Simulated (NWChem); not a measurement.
## Basis-set dependence for hydrogen iodide (HI)

```
I
H 1 1.6328
```
Charge 0, spin multiplicity 1.

The numbers come from NWChem runs, not from measurements. Structure: optimised with PBE/def2-SVP with def2 effective core potentials on I, a minimum by its harmonic frequencies.

Hartree-Fock energies in Ha, correlation energies in mHa.

Effective core potentials replace the inner electrons of I; spin-orbit coupling is left out. The correlated methods keep 4 core orbitals frozen. No row is a measurement; the coupled-cluster row has its own basis-set and correlation limits.

```csv
basis,functions,RHF,MP2,SCS-MP2,CCSD,CCSD+T(CCSD),CCSD(T),CR-CCSD[T],CR-CCSD(T)
def2-SVP,31,-297.23118,-128.6,-124.0,-142.0,-144.5,-144.4,-144.2,-144.1
def2-TZVP,56,-297.24158,-502.8,-446.8,-481.5,-490.9,-490.6,-489.1,-488.8
def2-QZVP,112,-297.24358,-677.8,-603.5,-635.4,not run,not run,-647.7,-647.3
```

From def2-TZVP to def2-QZVP the Hartree-Fock energy moves by -2.0 mHa and the MP2 correlation energy by -175.0 mHa, which is 26 % of its value in the larger set.
